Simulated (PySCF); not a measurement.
CH₈N₂Si₂.
SMILES: `C=N[SiH2]N[SiH3]`

Torsions of this conformer, `[CH2:1]=[N:2][SiH2:3][NH:4][SiH3:5]`: C1–N2–Si3–N4 121°, N2–Si3–N4–Si5 -92°.

The closed-shell ground state was solved at several levels (PySCF, density fitting, gas phase, non-relativistic). Isolated species at its PBE0-D3(BJ)/def2-SVP geometry (one conformer only).

```
         level  basis functions  HOMO (eV)  LUMO (eV)  gap (eV)  dipole (D)
 OPBE/pcSseg-1              139      -5.61      -1.90      3.71        0.48
  LDA/pcSseg-1              139      -5.71      -2.23      3.48        0.48
B3LYP/pcSseg-1              139      -6.80      -1.10      5.70        0.56
  KT2/pcSseg-1              139      -5.75      -1.93      3.82        0.49
  KT3/pcSseg-1              139      -5.77      -1.89      3.88        0.46
 BLYP/pcSseg-1              139      -5.52      -1.83      3.69        0.42
  PBE/pcSseg-1              139      -5.63      -1.99      3.64        0.45
B97-D/pcSseg-1              139      -5.65      -1.87      3.78        0.48
 BP86/pcSseg-1              139      -5.74      -2.08      3.66        0.48
```

Q: Estimate the row for HF/pcSseg-1, a basis of 139 functions; the other rows only guide the guess.

A: HOMO -10.51 eV, LUMO 3.21 eV, gap 13.72 eV, dipole 0.95 D.

Q: Over all these levels, which gives the widest orbital gap and which the narrowest?

A: HF/pcSseg-1 (Hartree–Fock, all exact exchange) has the widest, 13.72 eV, and LDA/pcSseg-1 (LDA) the narrowest, 3.48 eV. From the narrowest to the widest the HOMO moves by -4.80 eV and the LUMO by +5.44 eV.

Q: In the pcSseg-1 basis, how does the gap go with the fixed share of exact exchange?

A: LDA (0 %) 3.48 eV; PBE (0 %) 3.64 eV; BP86 (0 %) 3.66 eV; BLYP (0 %) 3.69 eV; OPBE (0 %) 3.71 eV; B97-D (0 %) 3.78 eV; KT2 (0 %) 3.82 eV; KT3 (0 %) 3.88 eV; B3LYP (20 %) 5.70 eV; HF (100 %) 13.72 eV. Each rise in the share widens the gap here.

Q: How far do the dipole and the HOMO energy spread over the levels?

A: The dipole runs from 0.42 to 0.95 D (mean 0.53 D) and the HOMO from -10.51 to -5.52 eV.
